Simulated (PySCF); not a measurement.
CCl3, SMILES Cl[C+](Cl)Cl, charge +1.

The structure is a stationary point at r2SCAN-D4/def2-SVP.

Two levels are set side by side: TDA-PBE/def2-SVPD (PySCF) and TDA-ωB97X/def2-SVPD (PySCF). Vertical, same geometry. The lowest singlet is HOMO→LUMO 100 % with PBE and HOMO→LUMO 100 % with the other functional; states are paired by order. Differences are taken from unrounded values.

| quantity | TDA-ωB97X |
|---|---|
| lowest singlet excitation (eV) | 3.93 |
| lowest triplet excitation (TDA) (eV) | 3.69 |
| first bright state (f over 0.05) (eV) | 5.92 |
| its oscillator strength | 0.21 |

Task: What does TDA-PBE give, and how far is it from TDA-ωB97X? (Estimate from the structure and the level; the computed values follow.)

Result: 
```csv
quantity,TDA-PBE,TDA-PBE minus TDA-ωB97X
lowest singlet excitation (eV),3.29,-0.64
lowest triplet excitation (TDA) (eV),3.02,-0.67
first bright state (f over 0.05) (eV),5.62,-0.30
its oscillator strength,0.19,-0.03
```

Functionals without exact exchange tend to place singlet excitations lower, as here. Differences between two approximate levels are no errors against the true value.

Rough cost on one machine, each run with all the roots and properties that it gave: TDA-ωB97X against TDA-PBE about 4 times.
